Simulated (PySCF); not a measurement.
First SCF of a structure search on doublet MoO(OH), at a hand-made linear (heavy-atom frame) geometry. PySCF input:

```python
from pyscf import gto, scf, dft
mol = gto.M(atom='''
Mo     0.000000     0.000000     0.000000
O      0.000000     0.000000     1.780000
O      0.000000     0.000000    -2.010000
H      0.735400     0.000000    -2.627100''',
    basis={'Mo': 'def2-TZVP', 'O': 'def2-TZVP', 'H': 'def2-TZVP'},
    ecp={'Mo': 'def2-TZVP'},
    charge=0, spin=1)
mf = dft.UKS(mol, xc='PBE0')
mf.grids.atom_grid = (50, 194)
aux = {'Mo': 'def2-universal-JKFIT', 'O': 'def2-universal-JKFIT', 'H': 'def2-universal-JKFIT'}
mf = mf.density_fit(auxbasis=aux)
mf.conv_tol = 1e-08
mf.diis_space = 10
mf.max_cycle = 60
mf.init_guess = 'minao'
mf.verbose = 4
mf.kernel()
```

Excerpt of the output (cycles alone):

```
init E= -212.521125681482
cycle= 1 E= -218.843280082899  delta_E= -6.32  |g|= 0.842  |ddm|= 2.77
cycle= 2 E= -215.730647253266  delta_E= 3.11  |g|= 2.65  |ddm|= 1.68
cycle= 3 E= -218.91543612016  delta_E= -3.18  |g|= 0.672  |ddm|=  1.5
cycle= 4 E= -219.094794402996  delta_E= -0.179  |g|= 0.233  |ddm|= 0.448
cycle= 5 E= -219.109482289013  delta_E= -0.0147  |g|= 0.107  |ddm|= 0.148
cycle= 6 E= -219.113811485736  delta_E= -0.00433  |g|= 0.0391  |ddm|= 0.0687
cycle= 7 E= -219.114413303498  delta_E= -0.000602  |g|= 0.0122  |ddm|= 0.0158
cycle= 8 E= -219.114502213182  delta_E= -8.89e-05  |g|= 0.00291  |ddm|= 0.0107
cycle= 9 E= -219.114551557742  delta_E= -4.93e-05  |g|= 0.00234  |ddm|= 0.0139
cycle= 10 E= -219.114552620634  delta_E= -1.06e-06  |g|= 0.00235  |ddm|= 0.000293
cycle= 11 E= -219.114495055562  delta_E= 5.76e-05  |g|= 0.00138  |ddm|= 0.0258
cycle= 12 E= -219.114490337144  delta_E= 4.72e-06  |g|= 0.000436  |ddm|= 0.0142
cycle= 13 E= -219.114490523953  delta_E= -1.87e-07  |g|= 0.000103  |ddm|= 0.00184
cycle= 14 E= -219.11449055044  delta_E= -2.65e-08  |g|= 5.69e-05  |ddm|= 0.000261
cycle= 15 E= -219.114490567634  delta_E= -1.72e-08  |g|= 3.81e-05  |ddm|= 0.000224
cycle= 16 E= -219.114490582772  delta_E= -1.51e-08  |g|= 3.15e-05  |ddm|= 0.000242
cycle= 17 E= -219.114490591925  delta_E= -9.15e-09  |g|= 2.89e-05  |ddm|= 0.000163
Extra cycle  E= -219.114490598715  delta_E= -6.79e-09  |g|= 3.04e-05  |ddm|= 0.000131
converged SCF energy = -219.114490598715  <S^2> = 0.76395041  2S+1 = 2.0139021
```

This is not the lowest solution: all starts ended here, but a stability analysis within the same unrestricted form found one 39.1 kJ/mol lower, at -219.12940 Eh.

With open d or f shells other occupations or spin states may lie lower.

The search for the lowest solution, 3 starts and the stability check together, took 23 s on 4 threads of a shared Arm Neoverse V2 host, with 108 basis functions; the process peaked at 0.47 GiB. Launch command: `OMP_NUM_THREADS=4 python axn.py task.json out`.
